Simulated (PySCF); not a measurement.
## Curvature of the energy in the electron number along the alkaline earths, charge +1

Calculated with PySCF 2.14, in x2c-TZVPall, spin-free X2C: one orbital is emptied in steps, and each cell gives the departure of E from the straight line at half an electron, in eV (from a cubic fit). The exact functional gives zero.

```
species   orbital    LDA    PBE   PBE0  BHandHLYP  LC-wPBE   UHF
    Be⁺  2s alpha  -0.92  -0.96  -0.70      -0.54    -0.07  0.00
    Mg⁺  3s alpha  -0.78  -0.83  -0.61      -0.46    -0.04  0.00
    Ca⁺  4s alpha  -0.63  -0.67  -0.49      -0.36     0.01  0.01
    Ba⁺  6s alpha  -0.54  -0.57  -0.41      -0.30     0.02  0.01
```

Question: How does the mean departure depend on the functional?

Answer: LDA -0.72 eV; PBE -0.76 eV; PBE0 -0.55 eV; BHandHLYP -0.41 eV; LC-wPBE -0.02 eV; UHF 0.00 eV. Semilocal functionals are convex (delocalisation error), Hartree-Fock is concave or straight, and exact exchange removes curvature roughly in proportion to its share, so among the functionals the range-separated hybrids usually come closest to zero.

No spin-orbit coupling is included.
